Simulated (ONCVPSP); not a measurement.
beryllium, ONCV: configuration errors across variants

Be, optimised norm-conserving Vanderbilt (ONCV), made with ONCVPSP 4.0.1 (LDA (Perdew-Wang 92), non-relativistic). Core [He], reference 2s1.5 2p0.5. Waves: 2s: rc 2.00 bohr, ncon 3, nbas 6, qcut 2.8 1/bohr, 2 projectors, debl 3.6 Ha; 2p: rc 4.00 bohr, ncon 4, nbas 9, qcut 3.1 1/bohr, 3 projectors, debl 0.5 Ha; d scattering state at 0.07 Ha: rc 3.55 bohr, ncon 4, nbas 8, qcut 3 1/bohr, 2 projectors, debl 0.6 Ha. Local part: polynomial inside 1.95 bohr (lpopt 5, dvloc0 0 Ha). Core correction: none.

All-electron excitation energies from the reference (eV): (1) 2s2 2p0 -1.753; (2) 2s1 2p0 7.758; (3) 2s1.5 2p0 1.994; (4) 2s0 2p1 11.568.

Errors AE − PS in meV (a dash: test not solved or not reliable):

```json
{"change": "base", "(1)": "-4.7", "(2)": "+54", "(3)": "+17", "(4)": "-82", "bound ghosts": "none", "GHOST(+) flags above zero": "none"}
{"change": "p: debl 0.25", "(1)": "-4.7", "(2)": "+54", "(3)": "+17", "(4)": "-82", "bound ghosts": "none", "GHOST(+) flags above zero": "none"}
{"change": "p: debl 0.4", "(1)": "-4.7", "(2)": "+54", "(3)": "+17", "(4)": "-82", "bound ghosts": "none", "GHOST(+) flags above zero": "none"}
{"change": "p: debl 0.55", "(1)": "-4.7", "(2)": "+54", "(3)": "+17", "(4)": "-82", "bound ghosts": "none", "GHOST(+) flags above zero": "none"}
{"change": "p: debl 0.7", "(1)": "-4.7", "(2)": "+54", "(3)": "+17", "(4)": "-82", "bound ghosts": "none", "GHOST(+) flags above zero": "none"}
{"change": "p: debl 1", "(1)": "-4.7", "(2)": "+54", "(3)": "+17", "(4)": "-83", "bound ghosts": "none", "GHOST(+) flags above zero": "none"}
{"change": "p: debl 1.5", "(1)": "-4.7", "(2)": "+54", "(3)": "+17", "(4)": "-92", "bound ghosts": "none", "GHOST(+) flags above zero": "none"}
{"change": "p: debl 2.25", "(1)": "-4.7", "(2)": "+54", "(3)": "+17", "(4)": "-259", "bound ghosts": "none", "GHOST(+) flags above zero": "p"}
{"change": "p: debl 3.25", "(1)": "-4.7", "(2)": "+54", "(3)": "+17", "(4)": "-268", "bound ghosts": "none", "GHOST(+) flags above zero": "p"}
{"change": "p: debl 4.5", "(1)": "-4.7", "(2)": "+54", "(3)": "+17", "(4)": "-261", "bound ghosts": "none", "GHOST(+) flags above zero": "p"}
```

(1) Give the same row for: p: debl 0.2.

Results:

(1) -4.7, +54, +17, -81; bound ghosts: none; GHOST(+) flags above zero: p.
